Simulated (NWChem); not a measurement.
Program: NWChem. System: C2H2N3, charge 0, spin multiplicity 2, at a geometry optimised with UPBE0/def2-SVP. The structure started from a generated list of species. Its SCF solution wasn't tested for a lower state. Level: UM06-2X/def2-SVPD.

NWChem printed:

```
             Northwest Computational Chemistry Package (NWChem) 7.3.0
             --------------------------------------------------------

                                NWChem Input Module
                                -------------------

 Scaling coordinates for geometry "geometry" by  1.889725989
 (inverse scale =  0.529177249)

 Turning off AUTOSYM since
 SYMMETRY directive was detected!

                             Geometry "geometry" -> ""
                             -------------------------

 Output coordinates in angstroms (scale by  1.889725989 to convert to a.u.)

  No.       Tag          Charge          X              Y              Z
 ---- ---------------- ---------- -------------- -------------- --------------
    1 C                    6.0000     0.07758000     1.14531800     0.00000000
    2 N                    7.0000     1.14424300     0.39632700     0.00000000
    3 N                    7.0000     0.58502000    -0.82989600     0.00000000
    4 C                    6.0000    -0.75858700    -0.73097200     0.00000000
    5 N                    7.0000    -1.10827100     0.54321200     0.00000000
    6 H                    1.0000     1.16575700    -1.66112200     0.00000000
    7 H                    1.0000    -1.42666200    -1.59244800     0.00000000

 Effective nuclear repulsion energy (a.u.)     157.7970485891

            Nuclear Dipole moment (a.u.)
            ----------------------------
        X                 Y               Z
 ---------------- ---------------- ----------------
    -0.0000056692     0.0000132281     0.0000000000

      Symmetry information
      --------------------

 Group name             Cs
 Group number              2
 Group order               2
 No. of unique centers     7

      Symmetry unique atoms

     1    2    3    4    5    6    7


 Summary of "ao basis" -> "" (spherical)
 ------------------------------------------------------------------------------
       Tag                 Description            Shells   Functions and Types
 ---------------- ------------------------------  ------  ---------------------
 *                         def2-svpd                  on all atoms

                                 NWChem DFT Module
                                 -----------------

 Summary of "ao basis" -> "ao basis" (spherical)
 ------------------------------------------------------------------------------
       Tag                 Description            Shells   Functions and Types
 ---------------- ------------------------------  ------  ---------------------
 C                         def2-svpd                 8       20   4s2p2d
 N                         def2-svpd                 8       20   4s2p2d
 H                         def2-svpd                 4        8   2s2p

 Summary of "ao basis" -> "ao basis" (spherical)
 ------------------------------------------------------------------------------
       Tag                 Description            Shells   Functions and Types
 ---------------- ------------------------------  ------  ---------------------
 C                         def2-svpd                 8       20   4s2p2d
 N                         def2-svpd                 8       20   4s2p2d
 H                         def2-svpd                 4        8   2s2p

      Symmetry analysis of basis
      --------------------------

        a'         82
        a"         34

            General Information
            -------------------
          SCF calculation type: DFT
          Wavefunction type:  spin polarized.
          No. of atoms     :     7
          No. of electrons :    35
           Alpha electrons :    18
            Beta electrons :    17
          Charge           :     0
          Spin multiplicity:     2
          Use of symmetry is: on ; symmetry adaption is: on
          Maximum number of iterations: 100
          AO basis - number of functions:   116
                     number of shells:    48
          Convergence on energy requested:  1.00D-06
          Convergence on density requested:  1.00D-05
          Convergence on gradient requested:  5.00D-04

              XC Information
              --------------
                       M06-2X Method XC Functional
[...]
    27     -0.189059  2 N  pz                67     -0.161407  4 C  pz
     7     -0.159108  1 C  pz                30      0.109256  2 N  pz
    70     -0.083008  4 C  pz                10     -0.062378  1 C  pz

 Vector   16  Occ=1.000000D+00  E=-3.730502D-01  Symmetry=a'
              MO Center= -3.2D-01,  5.1D-01, -4.1D-15, r^2= 2.5D+00
   Bfn.  Coefficient  Atom+Function         Bfn.  Coefficient  Atom+Function
  ----- ------------  ---------------      ----- ------------  ---------------
    85      0.442318  5 N  px                84      0.392786  5 N  s
    25      0.360789  2 N  px                83      0.236013  5 N  s
    88     -0.236408  5 N  px                24     -0.205127  2 N  s
     5      0.192736  1 C  px                28     -0.192764  2 N  px
    63     -0.193572  4 C  s                 43      0.186562  3 N  s

 Vector   17  Occ=1.000000D+00  E=-3.419352D-01  Symmetry=a"
              MO Center=  3.4D-01,  1.0D-01,  2.0D-16, r^2= 2.1D+00
   Bfn.  Coefficient  Atom+Function         Bfn.  Coefficient  Atom+Function
  ----- ------------  ---------------      ----- ------------  ---------------
    27      0.384064  2 N  pz                67      0.316089  4 C  pz
     7     -0.314022  1 C  pz                30     -0.278484  2 N  pz
    47     -0.252422  3 N  pz                50      0.206268  3 N  pz
    70      0.157572  4 C  pz                10     -0.148579  1 C  pz
    77     -0.040130  4 C  d -1              19      0.038359  1 C  d  1

 Vector   18  Occ=0.000000D+00  E=-6.852113D-02  Symmetry=a'
              MO Center=  1.3D-01,  1.7D+00, -1.4D-15, r^2= 2.4D+00
   Bfn.  Coefficient  Atom+Function         Bfn.  Coefficient  Atom+Function
  ----- ------------  ---------------      ----- ------------  ---------------
     4      1.093330  1 C  s                 44     -0.562708  3 N  s
   102      0.354590  6 H  s                  6      0.348070  1 C  py
    24     -0.298093  2 N  s                 43      0.297165  3 N  s
    84     -0.260030  5 N  s                 20     -0.255652  1 C  d  2
    64     -0.256172  4 C  s                  3      0.203366  1 C  s

 Vector   19  Occ=0.000000D+00  E= 2.669740D-02  Symmetry=a"
              MO Center= -2.5D-01, -4.0D-01,  1.7D-15, r^2= 2.7D+00
   Bfn.  Coefficient  Atom+Function         Bfn.  Coefficient  Atom+Function
  ----- ------------  ---------------      ----- ------------  ---------------
    67      0.432523  4 C  pz                70      0.397958  4 C  pz
    47      0.339607  3 N  pz                50     -0.335819  3 N  pz
    27     -0.287298  2 N  pz                30      0.245970  2 N  pz
    87      0.222707  5 N  pz                90     -0.203732  5 N  pz
   116      0.172981  7 H  pz                 7     -0.127413  1 C  pz

 Vector   20  Occ=0.000000D+00  E= 2.824989D-02  Symmetry=a'
              MO Center= -6.7D-02, -1.9D+00, -1.1D-15, r^2= 7.1D+00
   Bfn.  Coefficient  Atom+Function         Bfn.  Coefficient  Atom+Function
  ----- ------------  ---------------      ----- ------------  ---------------
    64      4.894279  4 C  s                110     -3.710950  7 H  s
    84     -2.957577  5 N  s                 63      1.688216  4 C  s
   102     -1.251671  6 H  s                  4      1.172807  1 C  s
    68     -1.024889  4 C  px                44      0.871319  3 N  s
    24     -0.793667  2 N  s                115     -0.744878  7 H  py

   alpha - beta orbital overlaps
   -----------------------------

   alpha      1      2      3      4      5      6      7      8      9     10
    beta      1      2      3      4      5      6      7      8      9     10
 overlap   1.000  1.000  1.000  1.000  1.000  1.000  0.999  0.997  0.995  0.868

   alpha     11     12     13     14     15     16     17     18     19     20
    beta     11     12     13     14     15     16     17     18     19     20
 overlap   0.875  0.999  0.994  0.967  0.976  0.981  0.974  0.874  0.996  0.998

   alpha     21     22     23     24     25     26     27     28     29     30
    beta     21     22     23     25     24     26     27     28     29     31
 overlap   0.996  0.988  0.962  0.838  0.760  0.999  0.952  0.870  0.985  0.867

   alpha     31     32     33     34     35     36     37     38     39     40
    beta     32     30     33     34     35     37     36     38     40     39
 overlap   0.741  0.595  0.893  0.875  0.817  0.936  0.879  0.970  0.778  0.715

   alpha     41     42     43     44     45     46     47     48     49     50
    beta     41     42     43     45     44     46     47     48     49     50
 overlap   0.931  0.864  0.807  0.943  0.734  0.986  0.805  0.929  0.996  0.883

   alpha     51     52     53     54     55     56     57     58     59     60
    beta     51     52     53     54     55     56     57     58     59     60
 overlap   0.884  0.855  0.995  0.893  0.902  0.920  0.999  0.994  0.988  0.953

   alpha     61     62     63     64     65     66     67     68     69     70
    beta     61     62     63     65     64     67     66     68     69     70
 overlap   0.954  0.994  0.772  0.995  0.786  0.739  0.735  0.995  0.997  0.994

   alpha     71     72     73     74     75     76     77     78     79     80
    beta     71     72     73     74     75     76     77     78     79     80
 overlap   0.996  0.998  0.999  0.999  0.999  0.990  1.000  0.891  0.897  0.997

   alpha     81     82     83     84     85     86     87     88     89     90
    beta     81     82     84     83     85     86     87     88     89     90
 overlap   0.993  0.829  1.000  0.831  0.998  0.999  0.745  0.736  0.999  0.930

   alpha     91     92     93     94     95     96     97     98     99    100
    beta     91     92     93     94     95     96     97     98     99    100
 overlap   0.928  0.999  0.992  1.000  0.998  0.991  1.000  0.995  0.992  0.993

   alpha    101    102    103    104    105    106    107    108    109    110
    beta    101    102    103    104    105    106    107    108    109    110
 overlap   0.997  0.998  0.998  0.997  1.000  0.999  0.999  1.000  0.999  1.000

   alpha    111    112    113    114    115    116
    beta    111    112    113    114    115    116
 overlap   0.999  0.997  0.996  0.999  1.000  1.000

     --------------------------
     Expectation value of S2:
     --------------------------
      <S2> =      0.7594 (Exact =     0.7500)

 center of mass
 --------------
 x =   0.00724400 y =   0.08968644 z =   0.00000000

 moments of inertia (a.u.)
 ------------------
         154.670496815006           2.972862046335           0.000000000000
           2.972862046335         181.137600264985           0.000000000000
           0.000000000000           0.000000000000         335.808097079991

     Multipole analysis of the density
     ---------------------------------

     L   x y z        total         alpha         beta         nuclear
     -   - - -        -----         -----         ----         -------
     0   0 0 0     -0.000000    -18.000000    -17.000000     35.000000

     1   1 0 0      0.129650      0.035910      0.093746     -0.000006
     1   0 1 0     -1.501798     -2.138577      0.636765      0.000013
     1   0 0 1     -0.000000     -0.000000     -0.000000      0.000000

     2   2 0 0    -23.676850    -60.565428    -59.679524     96.568102
     2   1 1 0     -0.211989      0.046164      0.608488     -0.866640
     2   1 0 1     -0.000000     -0.000000     -0.000000      0.000000
     2   0 2 0    -17.442502    -57.064133    -47.361744     86.983375
     2   0 1 1     -0.000000     -0.000000     -0.000000      0.000000
     2   0 0 2    -21.800785    -11.264848    -10.535937      0.000000

 Task  times  cpu:       11.2s     wall:       11.2s

 Total times  cpu:       11.2s     wall:       11.2s
```

Question: Write an NWChem input that would produce this output.

Answer: Several could match; the one computed here: 
```
start mol
memory heap 200 mb stack 900 mb global 1100 mb
geometry units angstroms nocenter noautoz
  C      0.077580     1.145318     0.000000
  N      1.144243     0.396327     0.000000
  N      0.585020    -0.829896     0.000000
  C     -0.758587    -0.730972     0.000000
  N     -1.108271     0.543212     0.000000
  H      1.165757    -1.661122     0.000000
  H     -1.426662    -1.592448     0.000000
  symmetry group Cs
end
basis spherical
  * library def2-svpd
end
dft
  xc m06-2x
  odft
  mult 2
  semidirect memsize 60000000 filesize 0
  iterations 100
  grid fine
end
task dft energy
```
